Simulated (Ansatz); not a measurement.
Consider the ligand exchange at the In–Se bond: `C[Se][InH2]` + H–F → `[F][InH2]` + `C[SeH]`.

Computed with Ansatz on PBE0-D4/def2-TZVP structures; ΔE is electronic, products minus reactants. CCSD(T)/CBS is the MP2 limit (def2-TZVPP, def2-QZVPP) plus CCSD(T) − MP2 in def2-TZVPP, frozen cores. This one scheme is used for every species. Functionals use def2-TZVPP. HSE06 is defined as in plane-wave codes. Elements past krypton have def2 core potentials. For In, Se outer-core shells are correlated without core-valence functions, which leaves a few kJ/mol of doubt a bond. Scalar relativity is left out up to krypton.

```
             level  ΔE (kcal/mol)
            B2PLYP            7.4
          PBE-QIDH           10.9
             HSE06            9.7
    MP2/def2-TZVPP           11.7
SCS-MP2/def2-TZVPP            9.1
CCSD(T)/def2-TZVPP            9.9
SCS-MP2/def2-QZVPP            9.2
      HF/CBS(def2)            5.7
```

Question: What does CCSD(T)/CBS give? (An estimate is asked.)

Answer: The calculation gave: +10.5 kcal/mol. The listed levels differ from it by -3.1, 0.4, -0.8, 1.2, -1.4, -0.6, -1.3, -4.8 kcal/mol.

Largest T1 diagnostic among the species: 0.016.

Leaving LDA and LC-ωPBE aside and taking each functional with its dispersion term where it has one, the values, not all of them listed here, spread over 5.6 kcal/mol, from B97M-V to PBE-QIDH. LDA lies +3.0 kcal/mol from PBE without D4. From BLYP to BHLYP (50 % exact exchange), in def2-TZVPP and without D4, ΔE moves by +2.8 kcal/mol. In def2-TZVPP, CCSD(T) changes the Hartree–Fock value by +3.4 kcal/mol (the triples alone add +0.5 kcal/mol) and MP2 by +5.2 kcal/mol.
